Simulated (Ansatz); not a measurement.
Reaction (SMILES): Br atom → [Br-] (an electron is taken up)
B3LYP-D3(BJ)/def2-TZVP geometries, fixed; electronic energies without zero-point terms; positive where energy is released.
Largest species:
```xyz
1

Br     0.0000     0.0000     0.0000
```
Charge 0, spin multiplicity 2.

Basis-set convergence of the adiabatic electron affinity at PBE with Ansatz (a first-principles code). All functions are spherical. The program fits the integrals of some runs and decomposes those of others, by size. Open shells are unrestricted. No added dispersion term, no relativity. Functions are those of the species that has most. Reference: the value in aug-cc-pV5Z, 3.490 eV. Deviations are taken from unrounded values.

```
basis        functions  adiabatic electron affinity (eV)
-----------  ---------  --------------------------------
cc-pVDZ             27                             2.822
aug-cc-pVDZ         36                             3.549
pcseg-1             27                             2.864
aug-pcseg-1         36                             3.610
def2-SVP            32                             2.680
def2-SVPD           41                             3.565
cc-pVTZ             43                             3.287
aug-cc-pVTZ         59                             3.495
pcseg-2             43                             3.330
aug-pcseg-2         59                             3.502
def2-TZVPP          48                             3.283
def2-TZVPPD         57                             3.502
cc-pVQZ             68                             3.401
aug-cc-pVQZ         93                             3.491
pcseg-3             68                             3.439
aug-pcseg-3         93                             3.491
def2-QZVPP          89                             3.381
def2-QZVPPD         98                             3.491
cc-pV5Z            104                             3.427
aug-cc-pV5Z        140                             3.490
```

What the diffuse functions change, pair by pair:
- cc-pVDZ to aug-cc-pVDZ: 9 more functions, deviation -0.668 to 0.059 eV
- pcseg-1 to aug-pcseg-1: 9 more functions, deviation -0.626 to 0.120 eV
- def2-SVP to def2-SVPD: 9 more functions, deviation -0.810 to 0.075 eV
- cc-pVTZ to aug-cc-pVTZ: 16 more functions, deviation -0.203 to 0.005 eV
- pcseg-2 to aug-pcseg-2: 16 more functions, deviation -0.160 to 0.012 eV
- def2-TZVPP to def2-TZVPPD: 9 more functions, deviation -0.207 to 0.012 eV
- cc-pVQZ to aug-cc-pVQZ: 25 more functions, deviation -0.089 to 0.000 eV
- pcseg-3 to aug-pcseg-3: 25 more functions, deviation -0.052 to 0.001 eV
- def2-QZVPP to def2-QZVPPD: 9 more functions, deviation -0.109 to 0.001 eV
- cc-pV5Z to aug-cc-pV5Z: 36 more functions, deviation -0.063 to 0.000 eV

Leaving out the reference's own pair, they bring the value nearer the reference by more than 0.001 eV in 9 of 9 pairs.
